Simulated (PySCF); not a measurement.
Compound: C₆H₁₃N (charge -1 and doublet state).
Numbering: `[CH2-:1][CH:2][C@:3]([CH3:4])([NH2:5])[CH2:6][CH3:7]` (hydrogens: H8, H9 on C1; H10 on C2; H11, H12, H13 on C4; H14, H15 on N5; H16, H17 on C6; H18, H19, H20 on C7)

Geometry (GFN2-xTB, Å), atoms numbered from 1 in this order:
```xyz
20
C6H13N angstrom
C      1.871    0.343    1.543
C      0.552   -0.120    1.143
C      0.195   -0.179   -0.315
C      0.871   -1.354   -1.083
N      0.588    1.044   -1.057
C     -1.336   -0.350   -0.481
C     -2.112    0.721    0.278
H      2.182    1.325    1.152
H      2.059    0.289    2.623
H      0.214   -1.017    1.682
H      1.949   -1.287   -0.948
H      0.641   -1.318   -2.151
H      0.533   -2.307   -0.678
H      1.602    1.091   -0.991
H      0.253    1.835   -0.511
H     -1.594   -0.326   -1.545
H     -1.610   -1.331   -0.083
H     -1.633    0.833    1.254
H     -2.071    1.675   -0.245
H     -3.159    0.443    0.409
```

The hyperfine couplings belong to this conformer and change with its torsions.

Level of theory: UKS B3LYP, pcH-1 on C H N, non-relativistic, mean-field spin-orbit, GIAO (PySCF). Whether the extra electron is bound in the gas phase wasn't checked; a finite basis holds it in any case. A GFN2-xTB geometry isn't a minimum of the functional, and hyperfine couplings can be far from their values at a DFT geometry, by a factor of two or more for some ions and for spin on atoms past the first row. The SCF solution wasn't tested for stability.

**Question.** What is the g tensor, term by term?

**Answer.** 
| Δg (ppm) | 1 | 2 | 3 |
| --- | --- | --- | --- |
| relativistic mass correction | -143 | -143 | -143 |
| gauge correction | 7 | 34 | 17 |
| orbital Zeeman/spin–orbit | -41 | 257 | 1068 |
| total | -177 | 148 | 942 |

So g = 2.00214, 2.00247, 2.00326 and g_iso = 2.00262; the tensor is rhombic: the two nearest values differ by 29 % of g3 − g1. Axes: g2 points within 12° of the C1–C2 bond.

**Question.** Average each term over the three axes. Which is largest in size?

**Answer.** The orbital-Zeeman/spin–orbit term 428, the mass correction -143 and the gauge correction 19 ppm, for a total of 304 ppm. The orbital-Zeeman/spin–orbit term is the largest in size. The mass correction is the same along every axis, so the anisotropy comes from the other two: their spans along these axes are 28 (gauge) and 1109 ppm (orbital Zeeman/spin–orbit).

**Question.** What effective moment and Curie constant follow for a powder?

**Answer.** With the mean of g² = 4.0105 and S(S+1) = 0.75: μ_eff = √(⟨g²⟩S(S+1)) = 1.734 μB and χT = 0.12505·⟨g²⟩·S(S+1) = 0.376 cm³ K/mol (cgs; spin-Hamiltonian part alone).

**Question.** What are the electron Larmor frequencies g μB B/h along the three axes at 350 mT?

**Answer.** 9.8079, 9.8095, 9.8133 GHz for g1, g2 and g3, a range of 5.5 MHz.

**Question.** In a frozen sample, at which fields do the three g values resonate at 9.5, 34, 94 and 263 GHz (hyperfine left aside), and which band first spreads them over more than twice a line width of 1.0 mT?

**Answer.** 
```json
{"band": "X", "GHz": "9.5", "B(g3) mT": "338.82", "B(g2) mT": "338.96", "B(g1) mT": "339.01", "spread mT": "0.19"}
{"band": "Q", "GHz": "34.0", "B(g3) mT": "1212.63", "B(g2) mT": "1213.11", "B(g1) mT": "1213.31", "spread mT": "0.68"}
{"band": "W", "GHz": "94.0", "B(g3) mT": "3352.58", "B(g2) mT": "3353.91", "B(g1) mT": "3354.45", "spread mT": "1.87"}
{"band": "J", "GHz": "263.0", "B(g3) mT": "9380.08", "B(g2) mT": "9383.80", "B(g1) mT": "9385.32", "spread mT": "5.24"}
```

The spread grows in proportion to the frequency. J band is the first where it exceeds 2.0 mT.

The largest Mulliken spin populations are on C1 (+0.50) and C2 (+0.44).

The HOMO–LUMO gaps are 2.43 eV among the α and 5.09 eV among the β orbitals.
